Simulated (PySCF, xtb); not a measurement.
Si(Cl)2(OH)(SiH3) (Cl2H4OSi2), SMILES O[Si]([SiH3])(Cl)Cl. Atoms are numbered in the order given.

```xyz
9

O     -0.2069     1.9437     0.0000
Si    -0.0708     0.3003     0.0000
Si     2.1805    -0.2831     0.0000
Cl    -1.0216    -0.4963    -1.6647
Cl    -1.0216    -0.4963     1.6647
H     -1.0931     2.3297     0.0000
H      2.8392     0.2620    -1.2232
H      2.2686    -1.7725     0.0000
H      2.8392     0.2620     1.2232
```
Charge 0, spin multiplicity 1.

The structure is a stationary point at r2SCAN-D4/def2-SVP. Other conformers were not sampled.

Computed with C-PCM-ωB97X/def2-SVP run with PySCF.

The values are the electrostatic part of the solvation free energy, E(continuum) − E(gas) at the gas-phase geometry, in a cavity of scaled van der Waals radii (PySCF's table); cavitation and dispersion terms are not included. In vacuum the orbital gap is 12.84 eV. The dipole moment in vacuum is 1.04 D.

| solvent | ε | ΔG(elec) (kcal/mol) | dipole (D) | gap (eV) |
|---|---|---|---|---|
| water | 78.36 | ? | ? | ? |
| 1-octanol | 9.86 | -4.0 | 1.28 | 12.90 |
| chloroform | 4.71 | -3.5 | 1.25 | 12.89 |

Task: Some entries are withheld; supply them. (The exact figures need the calculation; the answer reports its results.)

Result: 
- water, ΔG(elec) (kcal/mol): -4.4
- water, dipole (D): 1.31
- water, gap (eV): 12.90

For comparison, GFN2-xTB/ALPB(water) (xtb, at the GFN2-xTB geometry, all terms of that model) gives -5.7 kcal/mol.
